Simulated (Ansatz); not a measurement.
Steps of a relaxation of AlH$_{4}$OSSi (`[SiH3][O][Al][SH]`) radical with UKS PBE0-D4/def2-TZVP.

```sh
$ ansatz run in.yaml --threads 4 --pin off --events-out ev --progress --plain --max-ram 10444MiB
```

```yaml
crystal:
  periodic: [false, false, false]
  atoms:
    - {symbol: Si, position_ang: [-0.164078, 1.515191, -0.254278]}
    - {symbol: O, position_ang: [0.218957, -0.012167, 0.294295]}
    - {symbol: Al, position_ang: [0.828213, -1.313497, 1.240741]}
    - {symbol: S, position_ang: [0.370468, -3.365751, 0.511795]}
    - {symbol: H, position_ang: [-1.148344, 1.410597, -1.387262]}
    - {symbol: H, position_ang: [-0.781243, 2.336664, 0.847314]}
    - {symbol: H, position_ang: [1.070522, 2.221403, -0.748902]}
    - {symbol: H, position_ang: [-0.302195, -2.849439, -0.559504]}
basis:
  gaussian: {orbitals: def2-TZVP}
magnetization: {spin_polarized: true, initial_magnetization: 1}
hamiltonian: {xc: pbe0, dispersion: d4}
relax: {f_tol: 0.005, max_steps: 150}
```

Positions (Å) and forces (eV/Å) along the path, 14 of 14 steps:

```xyz
8
step=1 energy=-27414.1595 eV
Si   -0.164    1.515   -0.254    0.183   -0.729    0.267
O     0.219   -0.012    0.294    0.014    0.493    0.052
Al    0.828   -1.313    1.241   -0.367    0.409   -0.566
S     0.370   -3.366    0.512   -0.179    0.425   -0.292
H    -1.148    1.411   -1.387    0.220   -0.013    0.256
H    -0.781    2.337    0.847    0.149   -0.217   -0.228
H     1.071    2.221   -0.749   -0.260   -0.191    0.125
H    -0.302   -2.849   -0.560    0.240   -0.178    0.386
8
step=2 energy=-27414.2041 eV
Si   -0.164    1.505   -0.254    0.139   -0.568    0.198
O     0.215   -0.006    0.287    0.030    0.236    0.064
Al    0.818   -1.296    1.226   -0.194    0.301   -0.298
S     0.369   -3.336    0.507   -0.071    0.151   -0.118
H    -1.138    1.391   -1.375    0.048    0.021    0.055
H    -0.772    2.309    0.844    0.030   -0.035   -0.062
H     1.065    2.196   -0.739   -0.068   -0.028    0.022
H    -0.300   -2.821   -0.552    0.087   -0.079    0.140
8
step=3 energy=-27414.2169 eV
Si   -0.160    1.491   -0.249   -0.002   -0.032   -0.003
O     0.216   -0.001    0.289    0.008    0.050    0.014
Al    0.812   -1.275    1.219   -0.011   -0.020   -0.016
S     0.369   -3.310    0.503    0.009   -0.040    0.011
H    -1.132    1.384   -1.368   -0.010    0.003   -0.013
H    -0.768    2.297    0.842   -0.006    0.012    0.011
H     1.061    2.184   -0.735    0.012    0.010   -0.006
H    -0.305   -2.826   -0.557    0.000    0.017    0.002
8
step=4 energy=-27414.2171 eV
Si   -0.160    1.496   -0.248   -0.008   -0.009   -0.013
O     0.216    0.006    0.290    0.009    0.010    0.015
Al    0.808   -1.277    1.213   -0.001   -0.004    0.000
S     0.371   -3.316    0.507    0.011   -0.041    0.016
H    -1.131    1.389   -1.367   -0.008    0.002   -0.010
H    -0.768    2.303    0.842   -0.004    0.009    0.010
H     1.062    2.189   -0.735    0.010    0.007   -0.004
H    -0.305   -2.847   -0.558   -0.009    0.026   -0.013
8
step=5 energy=-27414.2170 eV rejected
Si   -0.160    1.492   -0.249   -0.008    0.011   -0.013
O     0.216    0.002    0.290    0.002    0.002    0.005
Al    0.806   -1.282    1.211    0.020   -0.014    0.032
S     0.371   -3.322    0.504   -0.009    0.029   -0.016
H    -1.132    1.386   -1.368   -0.001   -0.001   -0.001
H    -0.768    2.300    0.841   -0.001   -0.001    0.001
H     1.061    2.186   -0.735    0.001   -0.002   -0.001
H    -0.300   -2.817   -0.549   -0.005   -0.024   -0.007
8
step=6 energy=-27414.2175 eV
Si   -0.160    1.493   -0.248   -0.002   -0.002   -0.004
O     0.220    0.007    0.299    0.005    0.006    0.010
Al    0.808   -1.281    1.217    0.000   -0.003    0.000
S     0.369   -3.317    0.501    0.001   -0.008    0.000
H    -1.132    1.380   -1.366   -0.002   -0.003   -0.002
H    -0.769    2.305    0.839   -0.001    0.002    0.000
H     1.060    2.187   -0.739    0.001    0.001   -0.001
H    -0.304   -2.832   -0.559   -0.001    0.007   -0.002
8
step=7 energy=-27414.2177 eV
Si   -0.160    1.485   -0.247    0.021    0.078    0.036
O     0.241    0.021    0.338   -0.010   -0.044   -0.016
Al    0.811   -1.292    1.231    0.009    0.028    0.013
S     0.362   -3.312    0.480   -0.021   -0.011   -0.030
H    -1.132    1.347   -1.364    0.011   -0.028    0.012
H    -0.774    2.313    0.826   -0.007   -0.005   -0.021
H     1.055    2.183   -0.749   -0.015   -0.012   -0.009
H    -0.311   -2.802   -0.570    0.011   -0.007    0.015
8
step=8 energy=-27414.2181 eV
Si   -0.157    1.483   -0.243   -0.006    0.019   -0.006
O     0.248    0.024    0.354    0.000   -0.016    0.001
Al    0.814   -1.297    1.238    0.002    0.023    0.002
S     0.356   -3.309    0.469   -0.028    0.022   -0.041
H    -1.128    1.324   -1.358    0.009   -0.014    0.016
H    -0.782    2.318    0.820    0.020   -0.006   -0.020
H     1.053    2.178   -0.761   -0.018   -0.004    0.019
H    -0.312   -2.778   -0.575    0.021   -0.024    0.030
8
step=9 energy=-27414.2185 eV
Si   -0.156    1.481   -0.241   -0.003   -0.001   -0.005
O     0.255    0.028    0.367   -0.001    0.005   -0.002
Al    0.818   -1.298    1.243    0.002   -0.005    0.003
S     0.349   -3.304    0.461   -0.002    0.002   -0.003
H    -1.127    1.305   -1.353    0.002   -0.003    0.003
H    -0.781    2.323    0.813   -0.001    0.002    0.002
H     1.049    2.178   -0.762    0.001    0.001    0.000
H    -0.313   -2.770   -0.583    0.001   -0.001    0.002
8
step=10 energy=-27414.2186 eV
Si   -0.155    1.476   -0.239   -0.001   -0.014    0.000
O     0.268    0.036    0.391   -0.004    0.015   -0.006
Al    0.821   -1.303    1.252   -0.002   -0.006   -0.004
S     0.341   -3.298    0.446   -0.001    0.008   -0.002
H    -1.126    1.275   -1.348    0.007    0.000    0.009
H    -0.785    2.330    0.803   -0.003   -0.001    0.000
H     1.045    2.175   -0.770    0.001   -0.001   -0.002
H    -0.317   -2.748   -0.593    0.003   -0.001    0.005
8
step=11 energy=-27414.2186 eV
Si   -0.154    1.475   -0.238   -0.003   -0.019    0.003
O     0.273    0.039    0.399   -0.005    0.014   -0.009
Al    0.822   -1.305    1.255    0.000   -0.005    0.001
S     0.338   -3.296    0.442    0.003    0.004    0.005
H    -1.125    1.266   -1.345    0.006    0.001    0.005
H    -0.787    2.331    0.800   -0.002    0.002    0.002
H     1.044    2.174   -0.773    0.003    0.001   -0.003
H    -0.317   -2.741   -0.596   -0.003    0.002   -0.004
8
step=12 energy=-27414.2186 eV
Si   -0.154    1.474   -0.237    0.003   -0.015    0.002
O     0.275    0.040    0.403   -0.004    0.012   -0.006
Al    0.823   -1.305    1.257   -0.002   -0.001   -0.003
S     0.336   -3.294    0.439    0.003   -0.002    0.004
H    -1.124    1.261   -1.344    0.001   -0.001    0.004
H    -0.789    2.331    0.799    0.000    0.001    0.000
H     1.043    2.172   -0.775    0.001    0.002    0.001
H    -0.318   -2.737   -0.597   -0.001    0.003   -0.002
8
step=13 energy=-27414.2186 eV
Si   -0.154    1.474   -0.237    0.003   -0.009    0.003
O     0.275    0.040    0.402   -0.002    0.009   -0.004
Al    0.822   -1.306    1.256    0.000    0.001    0.000
S     0.336   -3.294    0.439    0.001   -0.001    0.001
H    -1.124    1.261   -1.344    0.000    0.000    0.001
H    -0.788    2.331    0.799    0.000    0.000    0.000
H     1.043    2.173   -0.774    0.000    0.000    0.000
H    -0.318   -2.736   -0.597   -0.001    0.000   -0.001
8
step=14 energy=-27414.2186 eV
Si   -0.154    1.474   -0.237    0.000    0.002   -0.001
O     0.276    0.040    0.402    0.000   -0.001    0.000
Al    0.822   -1.305    1.257    0.000    0.000    0.000
S     0.336   -3.294    0.440    0.000    0.000    0.000
H    -1.124    1.261   -1.344    0.000    0.000    0.000
H    -0.788    2.331    0.799    0.000    0.000    0.000
H     1.043    2.173   -0.775    0.000    0.000    0.000
H    -0.318   -2.736   -0.597    0.000    0.000    0.000
```

It took 37 s on 4 threads of an Intel Xeon Platinum 8488C on a shared host, with 0.53 GiB of host memory at the peak.
